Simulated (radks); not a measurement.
Species: As24+. Configuration: [He] 2s2 2p5.

Calculated with a radial shooting solver on a logarithmic mesh with Libxc functionals: Dirac Kohn-Sham, relativistic LDA (MacDonald-Vosko exchange, VWN5 correlation), spin-unpolarised, spherical densities, finite nucleus; open shells fill j = l - 1/2 first; Fermi nuclear charge, rms radius 4.0968 fm.

Energy parts (hartree):
total: -1836.52398
kinetic: 1881.17466
electron-nucleus: -3938.64914
Hartree: 264.49895
exchange-correlation: -43.54846

Orbitals (lengths in bohr, moments of r in powers of bohr; <r^-3> diverges for s and p1/2; r(max) is where P^2 peaks):
orbital  occ.  eigenvalue (hartree)      <r>   r(max)  <r^-3>  small-component weight
1s1/2       2             -473.4603  0.04558  0.02982       -                1.42e-02
2s1/2       2             -95.24831   0.1970   0.1679       -                2.95e-03
2p1/2       2             -90.39712   0.1685   0.1315       -                2.93e-03
2p3/2       3             -88.95976   0.1719   0.1344    1135                2.87e-03
3s1/2       0             -38.12755   0.4764   0.4524       -                1.12e-03
3p1/2       0             -36.56785   0.4562   0.4297       -                1.10e-03
3p3/2       0             -36.20493   0.4612   0.4349   288.6                1.09e-03

The highest occupied level is 2p3/2 at -2420.7 eV. For comparison, the ionisation energy in NIST's Atomic Spectra Database is 2486 eV (semi-empirical). In exact Kohn-Sham theory the highest level is minus the ionisation energy, but local and semilocal functionals leave it too shallow, through self-interaction and a potential that decays too fast; potentials with the right tail come closer.

Beside tabulated values, note that spin-unpolarised runs miss the spin-polarisation part of the exchange energy of open shells.
